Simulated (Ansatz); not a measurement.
Species: LaI₂, charge 0, multiplicity 2. The spin state was set by rule; other spins were not relaxed. 
Geometry from a B3LYP-D3(BJ)/def2-TZVP (Ansatz, an electronic-structure program) optimisation:
SMILES: [I][La][I]
```xyz
3

La     1.0096     0.0876    -0.0285
I     -0.7583     1.9192    -1.5698
I     -0.3275    -2.0134     1.6005
```
Charge 0, spin multiplicity 2.

Parts of the frozen-core correlation energy in def2-TZVPPD (Ansatz, hartree). Frozen orbitals: 22; correlated occupied orbitals by spin: 9 and 8; virtual: 146 and 147. UHF or UKS for open shells. Spin-orbit coupling is left out. In def2 rows, elements after Kr have scalar-relativistic effective core potentials.

| term | value |
|---|---|
| reference (HF) | -624.63720 |
| MP2 opposite-spin | -0.23044 |
| MP2 same-spin | -0.08038 |
| CCSD correlation | -0.33934 |
| (T) | -0.01592 |
| T1 diagnostic | 0.017 |
| largest doubles amplitude | 0.018 |
| <S^2> of the reference | 0.755 |
